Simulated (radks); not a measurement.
Problem. Excited configurations of the barium ion Ba23+: one electron is placed in a higher orbital outside [Ar] 3d10 4s2 4p2. The ground configuration is [Ar] 3d10 4s2 4p3. Method: scalar-relativistic Kohn-Sham, PBE, spin-polarised, spherical densities, point nucleus; open shells are filled with parallel spins first (spin-orbit coupling, left out, can overturn this in heavy ions); computed with a radial shooting solver on a logarithmic mesh with Libxc functionals. Excitation = E - E(ground); binding = E(ion) - E, where the ion is the core of charge +24; n* = 24/sqrt(2 binding) in atomic units. These energies are relativistic, and a one-electron ion of charge +24 with no core already has n* below n in this formula (scalar-relativistic equation, point nucleus: 4f 3.998, 5d 4.996, 6p 5.992, 6f 5.998, 7p 6.991). The quantum defect is therefore taken as that value minus n*, so that it holds no relativistic shift of the bare ion.

outer orbital  excitation (eV)  binding (eV)     n*  quantum defect  eigenvalue (eV)  <r> (bohr)
4f                      207.51        556.89  3.751           0.247          -538.89      0.6280
6p                      478.33        286.07  5.234           0.758          -280.74       1.691
6f                      526.48        237.91  5.739           0.258          -232.81       1.817
7p                      562.57        201.82  6.231           0.760          -198.35       2.407

Estimate the row for 5d.

Solution. excitation (eV) 372.53; binding (eV) 391.87; n* 4.472; quantum defect 0.524; eigenvalue (eV) -382.97; <r> (bohr) 1.143. The Delta-SCF ionisation energy is 764.39 eV (NIST Atomic Spectra Database: 752 eV, theoretical). Self-interaction in the functional shifts the binding energies and quantum defects, so they are the method's values and not measured ones. Open shells are spherical and high-spin; term and fine-structure splittings are not resolved. Spin-orbit splitting is averaged out at the scalar-relativistic level.
